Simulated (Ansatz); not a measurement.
One change: `C[O][GeH]([CH3])[SH]` becomes `C[O][Ge]([CH3])([F])[SH]`.

Ansatz, PBE0-D4/def2-TZVP geometries, multiplicity 1. Each molecule was computed in one conformer, which needn't be the lowest.

Scalar relativity is left out up to krypton.

```csv
property,`C[O][GeH]([CH3])[SH]`
LUMO energy (PBE/def2-TZVPP) / eV,-0.52
HOMO–LUMO gap (ωB97M-V/def2-TZVPP) / eV,11.85
HOMO energy (ωB97M-V/def2-TZVPP) / eV,-9.65
HOMO energy (B3LYP/def2-TZVPP) / eV,-7.16
LUMO energy (PBE0/def2-TZVPP) / eV,0.43
size of the dipole moment (B3LYP/def2-TZVPP) / D,1.10
```

Problem. What does the change do to each property? (Best estimate.)

Solution. Computed: 
```
                                        property  `C[O][Ge]([CH3])([F])[SH]`  shift
               LUMO energy (PBE/def2-TZVPP) / eV                       -0.91  -0.39
         HOMO–LUMO gap (ωB97M-V/def2-TZVPP) / eV                       11.92   0.07
           HOMO energy (ωB97M-V/def2-TZVPP) / eV                       -9.98  -0.33
             HOMO energy (B3LYP/def2-TZVPP) / eV                       -7.48  -0.32
              LUMO energy (PBE0/def2-TZVPP) / eV                        0.11  -0.32
size of the dipole moment (B3LYP/def2-TZVPP) / D                        0.93  -0.17
```

Dipoles are sizes alone; their direction can turn.

B3LYP here is the variant with VWN-RPA as its local correlation; programs differ in this.
